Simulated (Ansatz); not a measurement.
Consider the ligand exchange at a Cd–S bond: `[SiH3][O][Cd][SH]` + `O[SiH3]` → `[SiH3][O][Cd][O][SiH3]` + H₂S.

Gas-phase electronic energies from Ansatz, PBE0-D4/def2-TZVP geometries. CBS: MP2 limit from def2 TZ/QZ plus the TZ coupled-cluster correction, frozen cores. This one scheme is used for every species. Elements past krypton have def2 core potentials. For Cd outer-core shells are correlated without core-valence functions, which leaves a few kJ/mol of doubt a bond. One conformer a species, not always the lowest.

```json
{"species": "`[SiH3][O][Cd][SH]`", "HF/def2-SVP energy (Eh)": "-930.27997"}
{"species": "`O[SiH3]`", "HF/def2-SVP energy (Eh)": "-366.00217"}
{"species": "`[SiH3][O][Cd][O][SiH3]`", "HF/def2-SVP energy (Eh)": "-897.69015"}
{"species": "H₂S", "HF/def2-SVP energy (Eh)": "-398.56703"}
```

Question: Work out ΔE.

Answer: ΔE = (-897.69015) + (-398.56703) − (-930.27997) − (-366.00217) = 0.02496 Eh = +65.5 kJ/mol. CCSD(T)/CBS gives +70.3 kJ/mol.

Largest T1 diagnostic among the species: 0.015.

From PBE to PBE0 (25 % exact exchange), in def2-TZVPP and without D4, ΔE moves by +4.0 kJ/mol. At CCSD(T), def2-SVP lies −16.2 kJ/mol from the extrapolated value and def2-TZVPP −7.5 kJ/mol.
